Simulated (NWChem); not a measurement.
Basis-set dependence for AgI

SMILES: [Ag][I]
```xyz
2

Ag     0.0000     0.0000    -1.3700
I      0.0000     0.0000     1.2149
```
Charge 0, spin multiplicity 1.

Program: NWChem. Structure: optimised with PBE/def2-SVP with def2 effective core potentials on Ag, I, a minimum by its harmonic frequencies.

Hartree-Fock energies in Ha, correlation energies in mHa.

Effective core potentials replace the inner electrons of Ag, I; spin-orbit coupling is left out. The correlated methods keep 8 core orbitals frozen. The structure started from a generated list of species. Coupled-cluster values serve here as a point of comparison, not as the truth.

```
basis      functions         RHF      MP2  SCS-MP2     CCSD  CCSD+T(CCSD)  CCSD(T)  CR-CCSD[T]  CR-CCSD(T)
---------  ---------  ----------  -------  -------  -------  ------------  -------  ----------  ----------
def2-SVP          57  -442.79793   -355.4   -315.4   -353.7        -363.1   -362.4      -361.2      -360.7
def2-TZVP         90  -442.83954   -788.8   -692.6   -745.4        -761.7   -761.2      -757.7      -757.4
def2-QZVP        154  -442.84315  -1082.2   -954.6  not run       not run  not run     not run     not run
```

From def2-TZVP to def2-QZVP the Hartree-Fock energy moves by -3.6 mHa and the MP2 correlation energy by -293.4 mHa, which is 27 % of its value in the larger set.
